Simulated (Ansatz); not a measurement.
One geometry of C3H8AlF (`CC[CH2][AlH][F]`), several functionals.

```yaml
crystal:
  periodic: [false, false, false]
  atoms:
    - {symbol: C, position_ang: [0.886264, -1.453425, 0.944716]}
    - {symbol: C, position_ang: [0.199423, -0.117071, 0.712831]}
    - {symbol: C, position_ang: [-0.202077, 0.108528, -0.745132]}
    - {symbol: Al, position_ang: [-1.087165, 1.803612, -1.111063]}
    - {symbol: F, position_ang: [-1.552770, 2.132920, -2.664540]}
    - {symbol: H, position_ang: [0.232555, -2.282287, 0.658947]}
    - {symbol: H, position_ang: [1.797040, -1.532704, 0.344547]}
    - {symbol: H, position_ang: [1.162477, -1.590031, 1.993507]}
    - {symbol: H, position_ang: [-0.684314, -0.050712, 1.357979]}
    - {symbol: H, position_ang: [0.861914, 0.689894, 1.046814]}
    - {symbol: H, position_ang: [-0.860973, -0.702162, -1.085729]}
    - {symbol: H, position_ang: [0.680044, 0.035308, -1.396136]}
    - {symbol: H, position_ang: [-1.412216, 2.923330, -0.041744]}
basis:
  gaussian: {orbitals: def2-TZVPP}
hamiltonian: {xc: {name: B3LYP}, dispersion: d4}
output: {forces: true, orbitals: {seedname: orbitals}}
```

```sh
$ ansatz run in.yaml --threads 4 --pin off --events-out ev --progress --plain --max-ram 10444MiB
```

It prints (some lines left out):

```
Functional definition: B3LYP
1461 factors; their error is unknown
mean field evaluation 1: about -12546.6530 eV, gradient 8.2e1 eV
mean field evaluation 2: about -12527.0697 eV, gradient 1.2e2 eV
mean field evaluation 4: about -12561.0502 eV, gradient 7.1e0 eV
mean field evaluation 8: about -12561.1352 eV, gradient 5.8e-1 eV
mean field evaluation 16: about -12561.1356 eV, gradient 2.0e-5 eV
mean field -12561.13564664 eV, -461.6132207705 hartree, gradient 2.0e-5 eV, S^2 0.000000; 0 other end points of the search recorded, 0 dependent functions left out
reference -12561.13596203 eV, -461.6132323609 hartree; 24, 24 occupied and 254, 254 virtual orbitals, 1461 factors
Total energy: -12561.49268387 eV, -461.6263416467 hartree
Atom 0 at     0.886264    -1.453425     0.944716 Å, force     0.105955    -0.200060     0.051442 eV/Å
Atom 1 at     0.199423    -0.117071     0.712831 Å, force    -0.036561     0.151614     0.178208 eV/Å
Atom 2 at    -0.202077     0.108528    -0.745132 Å, force    -0.032676    -0.023667    -0.217460 eV/Å
Atom 3 at    -1.087165     1.803612    -1.111063 Å, force    -0.015401     0.100749     0.166766 eV/Å
Atom 4 at    -1.552770     2.132920    -2.664540 Å, force    -0.038334     0.026055    -0.130078 eV/Å
Atom 5 at     0.232555    -2.282287     0.658947 Å, force     0.034837     0.030488     0.016795 eV/Å
Atom 6 at     1.797040    -1.532704     0.344547 Å, force    -0.037657    -0.004452     0.031292 eV/Å
Atom 7 at     1.162477    -1.590031     1.993507 Å, force    -0.007440    -0.003620    -0.046058 eV/Å
Atom 8 at    -0.684314    -0.050712     1.357979 Å, force     0.045124    -0.000939    -0.027239 eV/Å
Atom 9 at     0.861914     0.689894     1.046814 Å, force    -0.033982    -0.038794    -0.011322 eV/Å
Atom 10 at    -0.860973    -0.702162    -1.085729 Å, force     0.038049     0.035879     0.016609 eV/Å
Atom 11 at     0.680044     0.035308    -1.396136 Å, force    -0.043398    -0.003019     0.033003 eV/Å
Atom 12 at    -1.412216     2.923330    -0.041744 Å, force     0.021483    -0.070235    -0.061958 eV/Å
Dipole moment:     0.158771    -0.211737     0.288940 e Å
```

Hardware: 4 threads of an Arm Neoverse V1 on a shared host. Wall time 4.9 s, peak host memory 0.81 GiB.

The same input with `hamiltonian: {xc: r2scan, dispersion: d4}` (abridged; 5.5 s):

```
Functional definition: r2SCAN
mean field evaluation 16: about -12556.2416 eV, gradient 1.2e-2 eV
mean field -12556.24162233 eV, -461.4333686945 hartree, gradient 5.4e-5 eV, S^2 0.000000
Total energy: -12556.29861725 eV, -461.4354632189 hartree
Atom 0 force     0.068566    -0.128973     0.034857 eV/Å
Atom 1 force    -0.014303     0.077381     0.112322 eV/Å
Atom 2 force    -0.067453     0.085377    -0.131220 eV/Å
Atom 3 force    -0.004750     0.024388     0.035669 eV/Å
Atom 4 force    -0.005422     0.000085    -0.026737 eV/Å
Atom 5 force     0.009155     0.014510     0.000787 eV/Å
Atom 6 force    -0.015905     0.002288     0.005755 eV/Å
Atom 7 force    -0.000720    -0.004500    -0.014754 eV/Å
Atom 8 force     0.001616     0.001794     0.000484 eV/Å
Atom 9 force    -0.002242    -0.000037     0.001270 eV/Å
Atom 10 force     0.015729    -0.020138    -0.003200 eV/Å
Atom 11 force     0.005387    -0.024994    -0.001173 eV/Å
Atom 12 force     0.010343    -0.027180    -0.014061 eV/Å
Dipole moment:     0.158304    -0.215675     0.277042 e Å
```

B3LYP takes the VWN-RPA correlation (the form of Gaussian; ORCA's B3LYP/G).
